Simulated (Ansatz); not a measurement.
# C3H8BBr: where a starting geometry ends

The starting geometry of this gas-phase singlet was optimised with GFN2-xTB; its bonds are those of `CC(C)BBr`.

```yaml
atoms:
  - { symbol: C, position_ang: [-0.8688, -0.3497, -1.7130] }
  - { symbol: C, position_ang: [0.4086, 0.0644, -0.9736] }
  - { symbol: C, position_ang: [0.9710, 1.3581, -1.5969] }
  - { symbol: B, position_ang: [0.2207, 0.2187, 0.5909] }
  - { symbol: Br, position_ang: [1.7021, 0.5608, 1.6657] }
  - { symbol: H, position_ang: [-1.6387, 0.4102, -1.5981] }
  - { symbol: H, position_ang: [-1.2546, -1.2877, -1.3190] }
  - { symbol: H, position_ang: [-0.6729, -0.4794, -2.7757] }
  - { symbol: H, position_ang: [1.1634, -0.7150, -1.1590] }
  - { symbol: H, position_ang: [0.2702, 2.1805, -1.4624] }
  - { symbol: H, position_ang: [1.1315, 1.2199, -2.6641] }
  - { symbol: H, position_ang: [1.9199, 1.6348, -1.1411] }
  - { symbol: H, position_ang: [-0.8231, 0.1308, 1.1177] }
```

**Question.** Predict what it relaxes into with B3LYP/6-31G*.

**Answer.** It keeps its bonds, and is `CC(C)BBr`.

The energy falls by 0.11 eV over 22 steps:

```csv
step,E − E(last) (eV)
1,0.114
3,0.028
6,0.024
8,0.016
10,0.007
13,0.001
15,0.000
17,0.000
20,0.000
22,0.000
```

Final geometry (Å):

```xyz
13

C    -0.8061   -0.4547   -1.6611
C     0.4794    0.0855   -0.9948
C     0.8940    1.4362   -1.6369
B     0.2564    0.3282    0.5345
Br    1.4861   -0.3297    1.8759
H    -1.6485    0.2327   -1.5177
H    -1.0981   -1.4301   -1.2549
H    -0.6557   -0.5768   -2.7413
H     1.2926   -0.6318   -1.1638
H     0.1248    2.2039   -1.4891
H     1.0329    1.3100   -2.7181
H     1.8346    1.8163   -1.2224
H    -0.6630    0.9568    0.9609
```

The end wasn't checked by frequencies. Run with Ansatz 0.2.0, 2.8 min on 2 threads of Intel(R) Xeon(R) Processor @ 2.50GHz (Skylake/Cascade Lake) (shared host).
